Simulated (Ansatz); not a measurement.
An input meant for HgCl2 (charge 0, singlet).

```yaml
crystal:
  periodic: [false, false, false]
  atoms:
    - {symbol: Hg, position_ang: [-0.000013, -0.000596, 0.000637]}
    - {symbol: Cl, position_ang: [-1.938062, 0.869333, 0.762439]}
    - {symbol: Cl, position_ang: [1.938085, -0.868737, -0.763076]}
basis:
  gaussian: {orbitals: def2-TZVP}
total_charge: -2
hamiltonian: {xc: {name: wB97M-V}, pseudopotentials: {relativity: scalar}}
scf: {omitted_lower_state_checks: [starts]}
output: {forces: true}
```

```sh
$ ansatz run in.yaml --threads 4 --pin off --events-out ev --progress --plain --max-ram 3916MiB
```

Output, abridged:

```
Functional definition: wB97M-V
916 factors; their error is unknown
158 factors; integrals over basis functions are off by at most 5.2e-5 eV
mean field evaluation 1: about -29276.3701 eV, gradient 4.9e1 eV
mean field evaluation 2: about -29275.9733 eV, gradient 6.2e1 eV
mean field evaluation 4: about -29284.0249 eV, gradient 3.6e0 eV
mean field evaluation 8: about -29284.0834 eV, gradient 1.7e-1 eV
mean field evaluation 16: about -29284.1436 eV, gradient 7.4e-3 eV
mean field -29284.14365730 eV, -1076.1724299001 hartree, gradient 1.4e-5 eV, S^2 0.000000; 0 other end points of the search recorded, 0 dependent functions left out
reference -29284.14370302 eV, -1076.1724315804 hartree; 28, 28 occupied and 89, 89 virtual orbitals, 916 factors
Total energy: -29284.14370302 eV, -1076.1724315804 hartree
Relativity: scalar
Atom 0 at    -0.000013    -0.000596     0.000637 Å, force    -0.000607    -0.021932     0.023445 eV/Å
Atom 1 at    -1.938062     0.869333     0.762439 Å, force    -5.914869     2.663338     2.316281 eV/Å
Atom 2 at     1.938085    -0.868737    -0.763076 Å, force     5.915476    -2.641406    -2.339726 eV/Å
Dipole moment:     0.000238     0.008615    -0.009209 e Å
Checks for a lower state left out: starts
```

Task: What is wrong with this run?

Result: The charge is far from what the species holds (-2 typed, 0 meant). Self-consistency was reached. The result belongs to that input, not to the species as meant. The highest occupied level of an anion often lies above zero with these methods, and sets without diffuse functions describe the outer electron poorly.
